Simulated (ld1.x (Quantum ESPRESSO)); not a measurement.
Before and after: TM potential for Tc

ld1.x (Quantum ESPRESSO) 7.5 input, shortened:

```
&input
   title='Tc', zed=43., rel=2, dft='BP', iswitch=3,
   config='[Kr] 4d4 5s0 5p0', rel_dist='average'
 /
 &inputp
   pseudotype=2, tm=.true., lloc=-2, rcloc=1.25,
   nlcc=.true., new_core_ps=.true., rcore=0.85
 /
3
5S  1  0   0.00   0.00  2.15  2.15  0.0
4P  2  1   6.00   0.00  1.55  1.55  0.0
4D  3  2   4.00   0.00  2.05  2.05  0.0
 &test
   configts(1)='4p6 4d4 5s0 5p0'
 /
```

Open shells are filled in proportion to 2j + 1 (rel_dist='average').

All-electron outer shells of the reference configuration (BP86, scalar-relativistic, ld1.x):

```
shell  level (eV)  outermost node (bohr)  outermost maximum (bohr)
   4s     -103.76                   0.50                      0.95
   4p      -75.45                   0.50                      1.01
   4d      -35.23                   0.50                      1.24
   5s      -27.65                   1.25                      2.37
   5p      -21.12                   1.39                      2.72
```

Change: wave 4p (bound): rc 1.55 bohr becomes 4p (bound): rc 2.32 bohr.

Cutoffs: the cutoffs (Ry, on a coarse ladder) from which the occupation-weighted sum of valence levels, in a spherical-Bessel basis at the reference potential, stays within 10 and 1 mRy of its value at 400 Ry; they do not see the model core or the augmentation charge, which bear on the density cutoff. Errors are all-electron minus pseudo energies relative to the spin-unpolarised reference configuration.

Question: What does the change do?

Answer: The potential gets softer (50 Ry and 90 Ry → 40 Ry and 55 Ry); both files keep a bound ghost (s); of the 7 tests that both files solve, the error grows in 2 and shrinks in 1 by more than 15 % and 0.3 meV (median size 37.0 → 39.6 meV). A larger radius leaves more room for a smooth pseudo-wave, so fewer plane waves are needed.

| quantity | base | changed |
| --- | --- | --- |
| cutoff, loose | 50 Ry | 40 Ry |
| cutoff, tight | 90 Ry | 55 Ry |
| loose cutoff by channel (10 mRy a level) | p 35 Ry, d 35 Ry | p 25 Ry, d 35 Ry |
| bound ghosts | s | s |
| error for 4p6 4d5 5s2 5p0, meV [ΔE -52.15 eV] | +71 | +71 |
| error for 4p6 4d5 5s1 5p0, meV [ΔE -43.80 eV] | +37 | +38 |
| error for 4p6 4d5 5s0 5p0, meV [ΔE -28.79 eV] | -9.0 | -7.8 |
| error for 4p6 4d6 5s1 5p0, meV [ΔE -53.04 eV] | +38 | +40 |
| error for 4p6 4d5 5s0 5p1, meV [ΔE -39.17 eV] | +33 | +66 |
| error for 4p6 4d5 5s1 5p1, meV [ΔE -48.36 eV] | +59 | +79 |
| error for 4p6 4d3 5s0 5p0, meV [ΔE 42.10 eV] | -11 | -8.3 |

 A true bound ghost makes a file unfit for plane-wave use even where its test errors are small: the radial tests pick states by their node count and pass the ghost by.
